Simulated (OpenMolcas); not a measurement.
**neutral phosphorus: CASPT2 settings compared**

```json
{
  "Program": "OpenMolcas 26.06",
  "Basis": "ANO-R3 [6s5p4d2f1g]",
  "Scalar Hamiltonian": "X2C, finite nucleus",
  "Active space": "3 electrons in 3 orbitals (3p)",
  "State averaging": "2S+1 = 4 odd, 1 root; 2S+1 = 2 odd, 8 roots kept (CI in the orbitals of an earlier block)",
  "Spin-orbit coupling": "state interaction with AMFI integrals over the reference wave functions, term energies averaged over their components"
}
```

Methods on the same reference wave functions:
A. CASSCF
B. SS-CASPT2, IPEA 0.15 Eh, real shift 0.05 Eh (closed shells correlated: 2s 2p 3s)
C. SS-CASPT2, IPEA 0.75 Eh, sigma1 regulariser 0.15 Eh (closed shells correlated: 2s 2p 3s)
D. XMS-CASPT2, IPEA 0.4 Eh, imaginary shift 0.5 Eh (closed shells correlated: 2s 2p 3s)

Energies in cm⁻¹ above 3s² 3p³ ⁴S°_3/2, the measured ground level; measured values from NIST Handbook of Basic Atomic Spectroscopic Data.

| Level | A | B | C | D | Measured |
| --- | --- | --- | --- | --- | --- |
| 3s² 3p³ ⁴S°_3/2 | 0.0 | 0.0 | 0.0 | 0.0 | 0.0 |
| 3s² 3p³ ²D°_3/2 | 15535 | 11790 | 11440 | 11120 | 11361 |
| 3s² 3p³ ²D°_5/2 | 15541 | 11800 | 11450 | 11130 | 11377 |
| 3s² 3p³ ²P°_1/2 | 25900 | 19940 | 19830 | 19320 | 18723 |
| 3s² 3p³ ²P°_3/2 | 25909 | 19950 | 19840 | 19330 | 18748 |

Deviations, from unrounded energies. A percentage is the sum of absolute deviations over the sum of measured energies, with the sign that they share, or ± where signs differ.

```tsv
Against measurement	Levels	A	B	C	D
mean absolute deviation (cm-1)	4	5700	820	590	410
other terms of the ground configuration (%)	4	+37.7	+5.5	+3.9	±2.8
```

D lies closest to measurement on these levels and A furthest from it. The largest miss of D in the table is 3s² 3p³ ²P°_1/2, by +600 cm-1. The ranking rests on the paired levels alone, and a cruder setting can come out closer through cancelling errors.

Among B to D the level of the table that moves most is 3s² 3p³ ²D°_5/2, by 670 cm-1 (lowest in D, highest in B). Moves below CASPT2's spread within the term are not significant.

The mean deviations of B to D differ by less than CASPT2's widest spread within a term (2000 cm-1), so their order carries little weight.

From A to B the spin-free energies of the other terms of 3s² 3p³ shown, above ⁴S°, scale by factors of 0.76 to 0.77.

The lowest spin-free term lies below A's lowest term by 0.366 hartree in B, 0.345 hartree in C, 0.355 hartree in D.

CASPT2 breaks the degeneracy within a term, and the mean is taken; among the terms shown or strongly mixed into the levels shown the widest spread is 2000 cm-1 (3s² 3p³ ²D°, D). Terms from blocks run as CI alone lack orbitals of their own. With the s shell closed, the reference lacks s² → p² mixing. Without dynamic correlation excited terms often stand tens of per cent too high (terms of higher spin than the ground term too low), and those without a measured partner can miss by more than the paired ones (holds for A). Computed and measured levels are paired by configuration, term and J; levels that our copy of the source lacks, or whose pairing is in doubt (as where it misses far off the trend of its configuration), stay unpaired and out of the deviations. Only configurations of the active space appear.

° marks odd parity.
